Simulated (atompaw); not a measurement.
# Cutoff test, Zr, PAW (atompaw)

```
Element                 : Zr (Z = 40)
Generator               : atompaw 4.2.0.5
Type                    : PAW
Functional              : PBE
Relativity              : scalar-relativistic
Frozen core             : [Ar] 3d10
Valence charge          : 12
Reference configuration : 4s2 4p6 4d2 5s1.5 5p0 (charge +0.5)
Partial waves           : 4s (bound): rc 1.65 bohr; 5s (bound): rc 1.65 bohr; 4p (bound): rc 2.15 bohr; 5p (bound, empty): rc 2.55 bohr; 4d (bound): rc 2.55 bohr; 4d channel at 1.05 Ry: rc 2.55 bohr
Local potential         : ultrasoft scheme with l = 3 at 1 Ry, radius 1.75 bohr
Core correction         : smooth core density matched at 2.20 bohr
Augmentation charge     : besselshape compensation charge, radius 2.45 bohr; PAW radius 2.55 bohr; waves and projectors: custom polynom2 7 10 vanderbiltortho
```

The pseudo-atom Hamiltonian at the reference potential is diagonalised in spherical Bessel functions j_l(qr) that vanish at 20 bohr, with q² up to the cutoff. All-electron valence levels (Ry): 4s -4.2399, 5s -0.5227, 4p -2.6202, 5p -0.2773, 4d -0.4896.

Task: How do the lowest levels (Ry) of each channel move with the cutoff, and are there ghosts?

Result:

```csv
cutoff (Ry),s #1,s #2,s #3,p #1,p #2,d #1,d #2,f #1,f #2,Σ f·Δε (mRy)
8,-4.1871,-0.5105,-0.0991,-2.2868,-0.2735,-0.4334,-0.0465,0.0210,0.1181,2236.8
12,-4.2354,-0.5215,-0.1013,-2.6055,-0.2766,-0.4683,-0.0490,0.0210,0.1180,142.0
18,-4.2399,-0.5227,-0.1015,-2.6201,-0.2771,-0.4854,-0.0502,0.0210,0.1179,9.5
25,-4.2399,-0.5227,-0.1015,-2.6201,-0.2772,-0.4862,-0.0503,0.0210,0.1178,7.5
30,-4.2399,-0.5227,-0.1015,-2.6201,-0.2772,-0.4881,-0.0504,0.0210,0.1178,3.6
40,-4.2399,-0.5227,-0.1015,-2.6202,-0.2773,-0.4888,-0.0504,0.0210,0.1178,2.1
50,-4.2399,-0.5227,-0.1015,-2.6202,-0.2773,-0.4893,-0.0505,0.0210,0.1178,1.0
60,-4.2399,-0.5227,-0.1015,-2.6202,-0.2773,-0.4894,-0.0505,0.0210,0.1178,0.7
400,-4.2400,-0.5227,-0.1015,-2.6202,-0.2773,-0.4896,-0.0505,0.0210,0.1178,0.0
```

Result: no extra level below or beside the all-electron valence levels (s, p, d, f tested); 10 mRy is reached at 18 Ry and 1 mRy at 50 Ry.
